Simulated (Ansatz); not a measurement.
Problem. Name a neutral molecule of Cl, N, O, Zr and H with LUMO energy (B3LYP/def2-TZVPP) between -1.80 and -1.50 eV and HOMO energy (ωB97M-V/def2-TZVPP) between -10.30 and -10.00 eV (Ansatz, PBE0-D4/def2-TZVP geometry).

Solution. `[NH2][Zr]([OH])([Cl])[Cl]` (-1.55 eV, -10.26 eV). Other molecules can fit too; these were computed, each in one conformer that needn't be the lowest.

B3LYP here is the variant with VWN-RPA as its local correlation; programs differ in this.
